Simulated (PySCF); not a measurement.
From one molecule to another.

First species: C6H5F5O.
Atom-mapped SMILES: `[CH2:1]=[CH:2][C@@:3]([F:4])([CH2:5][C:6]([F:7])([F:8])[F:9])[C:10](=[O:11])[F:12]` (hydrogens: H13, H14 on C1; H15 on C2; H16, H17 on C5)

Second species: C₉H₈F₂O.
InChI=1S/C9H8F2O/c10-9(11)7-3-1-2-6-4-12-5-8(6)7/h1-3,9H,4-5H2

Levels: PBE0/pcSseg-1 for dipole moment, HOMO energy, LUMO energy and HOMO–LUMO gap; GFN2-xTB for rotational constant A and rotational constant C. Geometries: GFN2-xTB. All species are isolated and taken at one optimised geometry, non-relativistic unless stated. Electronic properties by PySCF.

Dipoles, sizes and rotational constants follow the conformer. The torsions of the flexible species, by atom-mapped SMILES:
- `[CH2:1]=[CH:2][C@@:3]([F:4])([CH2:5][C:6]([F:7])([F:8])[F:9])[C:10](=[O:11])[F:12]`: C1–C2–C3–F4 0°, C2–C3–C5–C6 -47°, C3–C5–C6–F7 -49°, C2–C3–C10–O11 108°
- `[F:1][CH:2]([F:3])[c:4]1[cH:5][cH:6][cH:7][c:8]2[c:9]1[CH2:10][O:11][CH2:12]2`: F1–C2–C4–C5 123°

**Question.** Which has the higher dipole moment?

**Answer.** The second: 3.39 D against 1.50 D, a difference of 1.89 D.

**Question.** Which has the higher rotational constant A?

**Answer.** The first: 1.458 GHz against 1.348 GHz, a difference of 0.110 GHz.

**Question.** Which has the higher HOMO energy?

**Answer.** The second: -6.95 eV against -8.48 eV, a difference of 1.53 eV.

**Question.** Which of the two has the higher rotational constant C, and by how much?

**Answer.** The first: 0.592 GHz against 0.586 GHz, a difference of 0.006 GHz.

**Question.** Which has the higher LUMO energy?

**Answer.** The second: -1.03 eV against -1.37 eV, a difference of 0.34 eV.

**Question.** Which of the two has the higher HOMO–LUMO gap, and by how much?

**Answer.** The first: 7.11 eV against 5.92 eV, a difference of 1.19 eV.

On the first: In atomic units the dipole is 0.59 e·bohr (1 au = 2.5417 D).

On the second: The dipole equals about 11.3 × 10⁻³⁰ C·m (1 D = 3.33564 × 10⁻³⁰ C·m).
